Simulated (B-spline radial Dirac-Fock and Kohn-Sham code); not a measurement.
# Ne 2s: cross section and angular parameters

System: atomic neon, [He] 2s2 2p6; threshold 42.10 eV (orbital energy of the model). Level of theory: Dirac-Hartree-Slater photoionisation with a Latter tail; cross sections with all multipoles, angular parameters from the dipole term and its interference with E2; a radial atomic solver.

Input of the calculation (task.json; shells as n, l, electrons):

```json
{"items": [{
  "Z": 10,
  "q": 0,
  "cfg": [[1, 0, 2], [2, 0, 2], [2, 1, 6]],
  "A": 20,
  "rrms": 3.0055,
  "do": "xps",
  "hv": [57.5, 60, 60.6, 72.4, 80, 98.9, 125.0, 167.0, 202.0, 493.0, 573.0, 663.0, 893.0, 1253.6, 1270.0, 1486.9, 1720.0, 2310.0, 2600.0, 4000, 4240.0, 5300.0, 5310.0, 6000, 6750.0, 8047.8, 8390.0, 9060.0, 11900.0, 12000],
  "edges": {"K": 870.2}
}]}
```

Command: `python xray2_run.py task.json out`

```tsv
hν (eV)	σ (kb)	β	γ
57.5	513	2.000	0.195
60	537	2.000	0.187
60.6	543	2.000	0.186
72.4	580	2.000	0.147
80	?	?	?
98.9	545	2.000	0.057
125	452	2.000	-0.001
167	323	2.000	-0.034
202	247	2.000	-0.034
493	49.9	2.000	0.130
573	36.5	2.000	0.177
663	26.7	2.000	0.229
893	13.7	2.000	0.349
1253.6	6.10	2.000	0.510
1270	5.91	2.000	0.517
1486.9	4.00	2.000	0.601
1720	2.76	2.000	0.684
2310	1.28	2.000	0.868
2600	0.936	2.000	0.947
4000	0.287	2.000	1.274
4240	0.244	2.000	1.324
5300	0.129	2.000	1.526
5310	0.128	2.000	1.528
6000	0.0901	2.000	1.648
6750	0.0639	2.000	1.770
8047.8	0.0379	2.000	1.963
8390	0.0335	2.000	2.011
9060	0.0266	2.000	2.101
11900	0.0116	2.000	2.447
12000	0.0113	2.000	2.458
```

Task: Give the values at 80 eV.

Result: σ = 585 kb, β = 2.000, γ = 0.120. For an s subshell δ is negligible.
